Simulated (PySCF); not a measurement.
Sn(Cl)2(OMe)(NH2) (CH5Cl2NOSn), SMILES C[O][Sn]([NH2])([Cl])[Cl].

The structure is a stationary point at r2SCAN-D4/def2-SVP. The def2 effective core potentials stand for the cores of Sn; spin–orbit coupling is left out. Other conformers were not sampled.

Computed with TDA-PBE/def2-SVPD in PySCF.

Vertical excitations. Isolated molecule, no solvent.

Estimate the UV-visible absorptions. (An estimate is asked for; the answer gives what the named calculation found.)


| state | energy (eV) | λ (nm) | f | main pairs |
|---|---|---|---|---|
| S1 | 3.56 | 348 | 0.006 | HOMO→LUMO 96 % |
| S2 | 4.21 | 294 | 0.053 | HOMO−1→LUMO 90 % |
| S3 | 4.57 | 271 | 0.083 | HOMO−2→LUMO 92 % |
| S4 | 4.76 | 261 | 0.018 | HOMO−3→LUMO 87 % |
| S5 | 4.81 | 258 | 0.011 | HOMO−4→LUMO 87 % |
| S6 | 5.00 | 248 | 0.018 | HOMO−5→LUMO 98 % |
| S7 | 5.07 | 244 | 0.009 | HOMO−6→LUMO 98 % |
| S8 | 6.09 | 204 | 0.020 | HOMO→LUMO+1 88 % |
| S9 | 6.23 | 199 | 0.005 | HOMO→LUMO+2 90 % |
| S10 | 6.39 | 194 | 0.014 | HOMO−1→LUMO+1 80 %, HOMO→LUMO+3 15 % |
| T1 | 3.27 | 380 | 0 | HOMO→LUMO 99 % |
| T2 | 3.56 | 348 | 0 | HOMO−1→LUMO 98 % |
| T3 | 3.90 | 318 | 0 | HOMO−2→LUMO 99 % |
| T4 | 4.40 | 282 | 0 | HOMO−3→LUMO 100 % |
Triplets are in the Tamm–Dancoff approximation.
